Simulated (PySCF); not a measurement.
F₆W, charge +1, doublet, at a GFN2-xTB geometry (such geometries of metal compounds can be far from the true shape) (the multiplicity is a formal guess) (core potentials on W); DF-BLYP-D3BJM/def2-SVP run with PySCF.

Input for PySCF:
```python
from pyscf import gto, scf, dft

mol = gto.Mole()
mol.atom = '''
    W     0.00000000    0.00000000   -0.00000000
    F     1.11726975   -0.45833355   -1.40254574
    F    -1.11726975    0.45833355    1.40254574
    F    -1.17487790    0.78798681   -1.19341301
    F    -0.89267357   -1.61074611   -0.18473423
    F     0.89267357    1.61074611    0.18473423
    F     1.17487790   -0.78798681    1.19341301
'''
mol.basis = 'def2-svp'
mol.ecp = {'W': 'def2-svp'}
mol.charge = 1
mol.spin = 1
mol.verbose = 3
mol.build()

mf = dft.UKS(mol)
mf.xc = 'blyp'
mf.disp = 'd3bjm'
mf = mf.density_fit(auxbasis='def2-universal-jkfit')
mf.kernel()
```

**Question.** What does PySCF print? Leave out banner, timings and long lists.

**Answer.** 
```
SCF not converged.
SCF energy = -665.449112076313 after 50 cycles  <S^2> = 0.75433853  2S+1 = 2.0043338
```

The run did not converge; its last values are not results.
